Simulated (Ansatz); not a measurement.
Cost and result for the atomization energy of CH₅BOSi, SMILES `O[SiH]1BC1` (9 atoms, 9 bonds).

```xyz
9

O     0.723    1.810   -0.338
Si   -0.470    0.681   -0.268
B    -0.728   -0.563    1.123
C     0.434   -1.062    0.353
H     0.973    2.118   -1.211
H    -1.243    0.765   -1.539
H    -1.625   -1.157    1.624
H     1.330   -0.475    0.119
H     0.605   -2.116    0.136
```

The species carries charge 0 and has multiplicity 1. All single points use the PBE0-D4/def2-TZVP geometry. It is one conformer, not always the lowest. Program: Ansatz. All runs use 2 threads of an Arm Neoverse V2 on a shared host. Times are those of one run each, without the atoms' runs, and a repeat can differ threefold. Electronic energies, without spin–orbit coupling; frozen cores. CCSD(T)/CBS adds CCSD(T) − MP2 in def2-TZVPP to the MP2 limit, and its time is that of the two runs behind it. T1 = 0.014. B3LYP takes the VWN-RPA correlation (the form of Gaussian; ORCA's B3LYP/G).

CCSD(T)/CBS is a level of theory with its own doubt, some kJ/mol a heavy atom from the limit and from the frozen cores, so smaller differences don't rank the functionals.

```tsv
level	functions	wall time	atomization (kJ/mol)	difference from CCSD(T)/CBS	per bond
BLYP-D4/def2-TZVPP	205	2 s	3237.5	-5.6	-0.6
CCSD(T)/def2-SVP	85	2.2 s	3033.6	-209.5	-23.3
PBE-D4/def2-TZVPP (with forces)	205	2.5 s	3309.6	66.5	7.4
BHLYP-D4/def2-TZVPP	205	2.8 s	3150.1	-93.0	-10.3
CAM-B3LYP-D4/def2-TZVPP	205	3 s	3256.2	13.1	1.5
B3LYP-D4/def2-TZVPP (with forces)	205	3.9 s	3243.5	0.4	0.0
r2SCANh-D4/def2-TZVPP	205	4.7 s	3250.6	7.5	0.8
PBE-QIDH/def2-TZVPP	205	4.8 s	3228.5	-14.6	-1.6
B97M-V/def2-TZVPP	205	8 s	3274.4	31.3	3.5
ωB97X-V/def2-TZVPP	205	8 s	3252.5	9.4	1.1
MP2/def2-QZVPP	391	18 s	3269.9	26.8	3.0
CCSD(T)/def2-TZVPP	205	57 s	3155.6	-87.5	-9.7
CCSD(T)/CBS(def2)	–	75 s	3243.1	0.0	0.0
```

From PBE to PBE0 (25 % exact exchange), in def2-TZVPP and without D4, the atomization energy moves by −55.7 kJ/mol: exact exchange takes away binding that semilocal exchange gives to molecules. In def2-TZVPP, CCSD(T) changes the Hartree–Fock value by +793.6 kJ/mol (the triples alone add +52.1 kJ/mol) and MP2 by +855.8 kJ/mol; breaking electron pairs costs correlation energy, which Hartree–Fock lacks. The D4 term adds +25.3 kJ/mol with B3LYP and +13.0 kJ/mol with PBE0; it sums over pairs of atoms, weighted by their polarisabilities, and B3LYP, whose exchange is more repulsive, gets the larger term.
